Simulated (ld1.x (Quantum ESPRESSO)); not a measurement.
# Si ultrasoft: all-electron and pseudo phase curves

* Element: Si
* Generator: ld1.x (Quantum ESPRESSO) 7.5
* Type: ultrasoft
* Functional: PBE
* Relativity: fully relativistic
* Frozen core: [Ne]
* Valence charge: 4
* Reference configuration: 3s2 3p0 (charge +2)
* Partial waves: 3s (bound): rcut 1.65, rcutus 1.90 bohr; 3s channel at -1.4 Ry: rcut 1.65, rcutus 1.90 bohr; 3p (bound, empty): rcut 1.75, rcutus 2.10 bohr; 3p channel at 2.85 Ry: rcut 1.75, rcutus 2.10 bohr; 3d channel at 0.05 Ry: rcut 1.50, rcutus 2.00 bohr
* Local potential: all-electron potential smoothed inside 1.50 bohr (lloc = -1)
* Core correction: a·sin(br)/r model core inside 1.40 bohr
* Augmentation charge: PSQ, radius 1.10 bohr

Open shells are filled in proportion to 2j + 1 (rel_dist='average').

The phase is arctan(r·u′/u) with u = r·R(r), unwrapped; energies in Ry, scanned from -4 to 5 Ry. A pole is an energy at which the radial function vanishes at the test radius. The pseudo phase is shifted by a multiple of π to meet the all-electron one at the reference energy, and phase errors are pseudo minus all-electron; the curves can meet again beyond the range given. Levels narrower than the energy grid can be missing from the lists of poles.

Q: For each channel, where are the poles, and over which energies does the pseudopotential scatter like the atom?

A:

```csv
channel,radius (bohr),reference energy (Ry),"poles, all-electron","poles, pseudo",unbroken range about the reference energy with phases within 0.05 rad,phase error 1 Ry above the reference energy (rad)
s,2.29,-2.10,-0.62,-0.62,below 2.7,-0.000
p1/2,2.29,-1.51,0.30,0.29,the whole range,-0.001
p3/2,2.29,-1.51,0.31,0.30,the whole range,-0.001
d3/2,2.29,0.05,1.20,1.23,below 2.9,+0.004
d5/2,2.29,0.05,1.21,1.23,below 2.9,+0.004
```

Phases in the s channel:

```
E (Ry)  all-electron  pseudo
 -4.00         1.175   1.175
 -3.76         1.130   1.129
 -3.52         1.067   1.067
 -3.28         0.975   0.975
 -3.04         0.829   0.829
 -2.80         0.575   0.575
 -2.56         0.124   0.124
 -2.32        -0.472  -0.472
 -2.08        -0.920  -0.920
 -1.84        -1.173  -1.173
 -1.60        -1.320  -1.320
 -1.36        -1.414  -1.414
 -1.12        -1.480  -1.480
 -0.88        -1.529  -1.529
 -0.64        -1.568  -1.568
 -0.40        -1.601  -1.601
 -0.16        -1.630  -1.630
  0.08        -1.657  -1.657
  0.32        -1.682  -1.682
  0.56        -1.707  -1.707
  0.80        -1.732  -1.733
  1.04        -1.760  -1.761
  1.28        -1.789  -1.792
  1.52        -1.823  -1.827
  1.76        -1.863  -1.869
  2.00        -1.912  -1.921
  2.24        -1.975  -1.991
  2.48        -2.058  -2.087
  2.72        -2.177  -2.232
  2.96        -2.354  -2.462
  3.20        -2.628  -2.837
  3.44        -3.025  -3.341
  3.68        -3.471  -3.787
  3.92        -3.827  -4.077
  4.16        -4.063  -4.255
  4.40        -4.216  -4.371
  4.64        -4.319  -4.452
  4.88        -4.393  -4.512
```
